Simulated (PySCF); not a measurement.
**Si⁻ (silicon, charge -1) across methods**

[Ne] 3s2 3p3, high-spin 4S determinant. Computed with PySCF 2.14 in aug-cc-pVTZ-DK (6s5p3d2f, 50 functions), with scalar relativity by spin-free X2C-1e.

| method | E (hartree) | mean ε 3s α (eV) | mean ε 3s β (eV) | mean ε 3p α (eV) | Σ⟨r²⟩ (bohr²) | ⟨S²⟩ |
| --- | --- | --- | --- | --- | --- | --- |
| B97-3 | -289.9960 | -6.604 | -4.047 | 0.529 | 54.83 | 3.755 |
| wB97X | -290.0189 | -9.317 | -6.100 | -1.387 | 53.37 | 3.751 |
| r2SCAN | -290.0097 | -5.571 | -3.091 | 0.966 | 55.81 | 3.750 |
| LDA | -288.8690 | -5.143 | -3.425 | 1.093 | 58.39 | 3.751 |
| LC-wPBE | -289.9365 | -9.898 | -6.378 | -1.787 | 52.71 | 3.752 |
| PBE | -289.8919 | -5.051 | -3.171 | 1.159 | 57.56 | 3.750 |
| PBE0 | -289.9158 | -6.617 | -4.016 | 0.390 | 55.65 | 3.750 |
| wB97M-V | -290.0078 | -8.968 | -6.667 | -1.262 | 57.57 | 3.751 |

Estimate the same row for UHF.

E (hartree) = -289.49030; mean ε 3s α (eV) = -10.949; mean ε 3s β (eV) = -5.627; mean ε 3p α (eV) = -1.678; Σ⟨r²⟩ (bohr²) = 54.79; ⟨S²⟩ = 3.751.

The highest occupied level is positive at B97-3, r2SCAN, LDA, PBE, PBE0: only the finite basis holds that electron, which in a density functional comes from self-interaction.
